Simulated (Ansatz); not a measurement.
CaI₂⁺, relaxed as a doublet with UKS r2SCAN-D4/def2-TZVP in Ansatz, starting from the GFN1-xTB geometry. Force threshold 0.02 eV/Å.

In the def2 sets I takes a core potential; there is no spin–orbit coupling. The relaxation made no stability test and no search for a lower SCF solution. The structure comes from a short search, and lower isomers may exist.

Start:

```csv
atom,x (Å),y (Å),z (Å)
Ca1,0.916,0.268,-1.177
I2,-1.316,-1.272,-0.337
I3,0.399,1.004,1.513
```

```json
{"step": "1", "energy (eV)": "-34641.9242", "largest force component (eV/Å)": "0.167", "SCF passes": "19"}
{"step": "2", "energy (eV)": "-34641.9271", "largest force component (eV/Å)": "0.021", "SCF passes": "24"}
{"step": "3", "energy (eV)": "-34641.9272", "largest force component (eV/Å)": "0.001", "SCF passes": "25"}
```

Force components are those of the run's own axes.

End:

```xyz
3

Ca    0.930    0.271   -1.195
I    -1.312   -1.260   -0.317
I     0.382    0.989    1.512
```

By distances, no bond broke or formed. The bond that changes most is I2–I3, from 3.40 to 3.36 Å (atoms count from 1).

No frequencies were taken in this run, so the end may be a saddle point.

It took 9.5 s on 4 threads of Arm Neoverse V1 on a shared host.
